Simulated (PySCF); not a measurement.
B3LYP has the VWN-RPA correlation part, as in Gaussian. 

## [Zr(Cl)4] (charge 0, multiplicity 1)

Computed with B3LYP-D3(BJ)/def2-TZVP // BP86-D3(BJ)/def2-SVP in PySCF.

```json
{
  "HOMO": "-9.43 eV",
  "dipole_moment": "0.00 D",
  "HOMO–LUMO gap": "6.45 eV",
  "LUMO": "-2.98 eV",
  "charge on the central atom (Mulliken)": "1.32 e",
  "total_energy": "-1888.3296 Ha",
  "cost": "about 2.3 core-minutes (a rough figure)"
}
```

```xyz
5

Zr     0.0035     0.0051    -0.0010
Cl     0.8112     2.1349    -0.5136
Cl    -1.4533     0.1460     1.8178
Cl    -1.1354    -0.8593    -1.8471
Cl     1.7897    -1.3976     0.5420
```
